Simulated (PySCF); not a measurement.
Ligands exchanged one at a time, In F-CH3. Gas-phase values, no solvent. Strings in code marks are SMILES.

These are PBE-D3(BJ)/def2-TZVP // B3LYP-D3(BJ)/def2-TZVP (PySCF) values and carry that method's errors. Excitations are Tamm–Dancoff values on a coarser integration grid. The basis has no diffuse functions, so Rydberg states are missing or too high.

```
species                                             S1 oscillator strength  S1 excitation (TDA) (eV)   LUMO (eV)  T1 excitation (TDA) (eV)
--------------------------------------------------  ----------------------  ------------------------  ----------  ------------------------
0 of 3 F replaced by CH3 (`[F][In]([F])[F]`)                    (withheld)                      4.97  (withheld)                      4.48
1 of 3 F replaced by CH3 (`[CH3][In]([F])[F]`)                       0.080                      5.54  (withheld)                      4.67
2 of 3 F replaced by CH3 (`[CH3][In]([CH3])[F]`)                     0.000                      4.80  (withheld)                      4.62
3 of 3 F replaced by CH3 (`[CH3][In]([CH3])[CH3]`)                   0.000                      4.30       -1.61                      4.08
```

Problem. Complete the blanks.

Solution. 
- 0 of 3 F replaced by CH3 (`[F][In]([F])[F]`), S1 oscillator strength: 0.000
- 0 of 3 F replaced by CH3 (`[F][In]([F])[F]`), LUMO (eV): -4.47
- 1 of 3 F replaced by CH3 (`[CH3][In]([F])[F]`), LUMO (eV): -2.70
- 2 of 3 F replaced by CH3 (`[CH3][In]([CH3])[F]`), LUMO (eV): -1.74
